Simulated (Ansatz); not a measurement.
Question: Predict a relaxed structure of the cluster NbS4, charge 0, doublet, at PBE0-D4/def2-SVP (Ansatz).

Answer: 
Cartesian coordinates in Å:
```
Nb 0.3543 -0.3720 0.7738
S 1.1975 0.1058 -1.3862
S -1.5655 0.9184 0.2696
S -0.1353 -2.4446 0.9739
S 0.1489 1.7925 -0.6311
```
Point group Cs (tolerance 0.1 Å). The metal has 3 neighbours: S 2.37 Å, S 2.37 Å, S 2.14 Å. This is one stationary point.

In the def2 sets Nb takes a core potential; there is no spin–orbit coupling. The relaxation made no stability test and no search for a lower SCF solution. The structure comes from a short search, and lower isomers may exist.
